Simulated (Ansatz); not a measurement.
Job for Ansatz (a first-principles code): R-B3LYP/def2-TZVPPD on N2 (SMILES N#N) with ghost functions, monomers drawn apart or pushed together. Files ending in .json are basis or fitting sets from the Basis Set Exchange.

Ansatz 0.2 input:
```yaml
crystal:
  periodic: [false, false, false]
  atoms:
    - {symbol: N, position_ang: [-0.63411984, 1.09687226, 3.77505334]}
    - {symbol: N, position_ang: [-0.06059168, 0.20370602, 4.02654812]}
basis:
  gaussian:
    orbitals: def2-TZVPPD.json
    ghost_atoms:
      - {symbol: C, position_ang: [-0.25090016, 0.35264647, -0.24717790]}
      - {symbol: C, position_ang: [0.45170415, -0.72773257, 0.05810753]}
      - {symbol: H, position_ang: [-0.45368096, 0.62767417, -1.27524542]}
      - {symbol: H, position_ang: [-0.65277910, 1.00820088, 0.51588337]}
      - {symbol: H, position_ang: [0.65674199, -1.00549288, 1.08491109]}
      - {symbol: H, position_ang: [0.85248910, -1.38091258, -0.70766871]}
hamiltonian:
  xc: {name: B3LYP}
scf: {lower_state_search: off}
```

Output:

```
WARN ansatz: RAYON_NUM_THREADS=1 ignored (pool sized by the plan → 1); use --threads N
Functional definition: B3LYP
these checks for a lower state are left out or cut short: stability, starts, cluster_reference, orbital_swaps, neighbouring_geometries, increment
integrals: 0.08 GiB planned
878 factors; their error is unknown
mean field: 0.87 GiB planned
mean field evaluation 1: about -2980.4008 eV, gradient 2.6e1 eV
mean field evaluation 2: about -2980.9077 eV, gradient 2.0e1 eV
mean field evaluation 4: about -2981.6450 eV, gradient 7.1e-2 eV
mean field evaluation 8: about -2981.6559 eV, gradient 1.5e-3 eV
mean field -2981.65590681 eV, -109.5738335363 hartree, gradient 5.8e-6 eV, S^2 0.000000; 0 other end points of the search recorded, 0 dependent functions left out
reference -2981.65605826 eV, -109.5738391020 hartree; 7, 7 occupied and 209, 209 virtual orbitals, 878 factors
Total energy: -2981.65605826 eV, -109.5738391020 hartree
Checks for a lower state left out: stability, starts, cluster_reference, orbital_swaps, neighbouring_geometries, increment
```

Self-consistency was reached.

Cost: around 1.9 core-seconds (rough).
